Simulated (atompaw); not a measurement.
# Reading a pseudo-wave (P)

Columns: radius, all-electron u(r) and pseudo u(r) of the 3p shell (level -5.60 eV) of phosphorus in the configuration [Ne] 3s2 3p3; LDA (PW92), scalar-relativistic, PAW (atompaw) scheme, atompaw 4.2.0.5.

```tsv
r (bohr)	all-electron	pseudo
0.067	-0.0755	0.0034
0.135	-0.1898	0.0136
0.202	-0.2682	0.0300
0.269	-0.3001	0.0524
0.337	-0.2911	0.0805
0.404	-0.2518	0.1128
0.471	-0.1923	0.1489
0.538	-0.1205	0.1879
0.606	-0.0412	0.2295
0.673	0.0388	0.2716
0.740	0.1175	0.3139
0.808	0.1939	0.3561
0.875	0.2644	0.3965
0.942	0.3292	0.4350
1.010	0.3888	0.4715
1.077	0.4413	0.5048
1.144	0.4877	0.5352
1.212	0.5287	0.5628
1.279	0.5632	0.5868
1.346	0.5924	0.6079
1.413	0.6166	0.6259
1.481	0.6363	0.6413
1.548	0.6514	0.6536
1.615	0.6626	0.6633
1.683	0.6704	0.6705
1.750	0.6748	0.6748
```

Problem. How many radial nodes do the two functions have?

Solution. The all-electron 3p function has n − l − 1 = 1; the pseudo-wave has 0, since the states of the same l below it are removed with the core.

Problem. Is the pseudo-wave norm-conserving?

Solution. No, it belongs to a PAW set: the norm inside the radius is not constrained, and the difference is carried by the augmentation charge.
